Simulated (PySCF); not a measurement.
Molecule: di-n-propyl ether (SMILES CCCOCCC).

Geometry:
| atom | x (Å) | y (Å) | z (Å) |
| --- | --- | --- | --- |
| C1 | -2.865 | 1.292 | 0.109 |
| C2 | -1.881 | 0.144 | -0.033 |
| C3 | -0.461 | 0.540 | 0.313 |
| O4 | 0.374 | -0.570 | 0.150 |
| C5 | 1.701 | -0.383 | 0.552 |
| C6 | 2.543 | 0.419 | -0.431 |
| C7 | 4.001 | 0.501 | -0.011 |
| H8 | -2.603 | 2.133 | -0.554 |
| H9 | -2.888 | 1.680 | 1.140 |
| H10 | -3.887 | 0.977 | -0.147 |
| H11 | -2.170 | -0.699 | 0.616 |
| H12 | -1.886 | -0.245 | -1.064 |
| H13 | -0.412 | 0.909 | 1.361 |
| H14 | -0.144 | 1.386 | -0.331 |
| H15 | 1.738 | 0.096 | 1.554 |
| H16 | 2.134 | -1.391 | 0.664 |
| H17 | 2.129 | 1.436 | -0.535 |
| H18 | 2.451 | -0.055 | -1.423 |
| H19 | 4.110 | 0.991 | 0.970 |
| H20 | 4.453 | -0.501 | 0.070 |
| H21 | 4.598 | 1.075 | -0.734 |

Geometry PBE0-D3(BJ)/def2-SVP throughout; GIAO in PySCF 2.14.0 with density-fitted response routines, gas phase, one conformer, non-relativistic; equivalent atoms averaged; functional PBE0.

Q: How do the absolute shieldings σ depend on the basis set? (ppm; last column core-seconds on shared hosts with different chips, so compare them loosely)

A: 
| basis set | functions | C3/C5 | C2/C6 | C1/C7 | O4 | H13/H14/H15/H16 | H11/H12/H17/H18 | H8/H9/H10/H19/H20/H21 | core-s |
| --- | --- | --- | --- | --- | --- | --- | --- | --- | --- |
| STO-3G | 49 | 177.2 | 211.5 | 215.9 | 367.9 | 31.04 | 31.61 | 31.97 | 5.4 |
| pcSseg-0 | 91 | 117.4 | 169.9 | 181.1 | 304.9 | 29.56 | 31.23 | 31.90 | 9.6 |
| 6-31G | 91 | 129.5 | 176.6 | 187.8 | 290.7 | 29.12 | 30.81 | 31.67 | 11 |
| 6-31G* | 126 | 124.9 | 171.4 | 182.9 | 297.5 | 28.58 | 30.30 | 31.13 | 16 |
| cc-pVDZ | 168 | 125.0 | 171.4 | 184.8 | 294.1 | 28.10 | 29.82 | 30.52 | 22 |
| def2-SVP | 168 | 123.6 | 171.1 | 183.0 | 299.7 | 28.24 | 29.93 | 30.63 | 20 |
| pcSseg-1 | 189 | 110.1 | 159.8 | 173.3 | 284.0 | 28.06 | 29.75 | 30.42 | 44 |
| 6-311+G(2d,p) | 273 | 113.2 | 161.7 | 176.2 | 278.1 | 28.23 | 29.94 | 30.71 | 50 |
| aug-cc-pVDZ | 287 | 124.1 | 169.7 | 184.4 | 287.6 | 28.03 | 29.76 | 30.50 | 53 |
| def2-TZVP | 301 | 111.6 | 161.1 | 175.6 | 280.6 | 28.20 | 29.89 | 30.66 | 55 |

Q: Which nucleus moves most, in ppm?

A: O4 (ether oxygen): from 278.1 ppm with 6-311+G(2d,p) to 367.9 ppm with STO-3G. The smallest spread is 1.56 ppm, at H8/H9/H10/H19/H20/H21. Proton shifts span only some 12 ppm, so a few tenths of a ppm matter as much there as several ppm in carbon.

Q: Taking the largest basis, def2-TZVP (301 functions), as the yardstick, rank the others by their worst heavy-atom deviation.

A: 6-311+G(2d,p) 2.4 ppm (273 functions), pcSseg-1 3.4 ppm (189 functions), aug-cc-pVDZ 12.5 ppm (287 functions), cc-pVDZ 13.5 ppm (168 functions), 6-31G* 16.9 ppm (126 functions), 6-31G 17.9 ppm (91 functions), def2-SVP 19.1 ppm (168 functions), pcSseg-0 24.4 ppm (91 functions), STO-3G 87.4 ppm (49 functions).

A small basis that lands close on one nucleus may do so by chance; judge by the trend and by all nuclei.
